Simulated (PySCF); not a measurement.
Bonds (- single, = double, # triple, : aromatic): S1-Si2 2.129 Å, Si2-C3 1.923 Å, C3-Cl4 1.783 Å, C3-Cl5 1.786 Å, C3-Cl6 1.771 Å. S1 carries H7; Si2 carries H8, H9.

Geometry: PBE0-D3(BJ)/def2-SVP; GIAO absolute shieldings from PySCF 2.14.0 with density-fitted response routines, gas phase, non-relativistic, averaged over equivalent atoms.

At PBE0/6-311+G(2d,p) (220 basis functions, 24 s wall time on 1 thread of an Arm Neoverse V2, shared host):
| atoms | σ (ppm) |
| --- | --- |
| S1 | 715.3 |
| Si2 | 357.0 |
| C3 | 74.9 |
| Cl4/Cl5/Cl6 | 537.2 |
| H8/H9 | 26.21 |
| H7 | 30.31 |

Q: What do these become at BLYP/pcSseg-2?

A: 
```json
{"atoms": "S1", "σ at BLYP/pcSseg-2": "669.2", "change": "-46.1"}
{"atoms": "Si2", "σ at BLYP/pcSseg-2": "328.1", "change": "-28.9"}
{"atoms": "C3", "σ at BLYP/pcSseg-2": "48.2", "change": "-26.7"}
{"atoms": "Cl4/Cl5/Cl6", "σ at BLYP/pcSseg-2": "471.1", "change": "-66.1"}
{"atoms": "H8/H9", "σ at BLYP/pcSseg-2": "26.45", "change": "+0.24"}
{"atoms": "H7", "σ at BLYP/pcSseg-2": "30.39", "change": "+0.08"}
```

The largest change is at Cl4/Cl5/Cl6 (chlorine bonded to C). Cost: 293 basis functions, 84 s wall time on 1 thread of an Arm Neoverse N1, shared host.

Carbons that carry Cl, above all several Cl atoms, come out too deshielded, partly because spin–orbit coupling is missing.
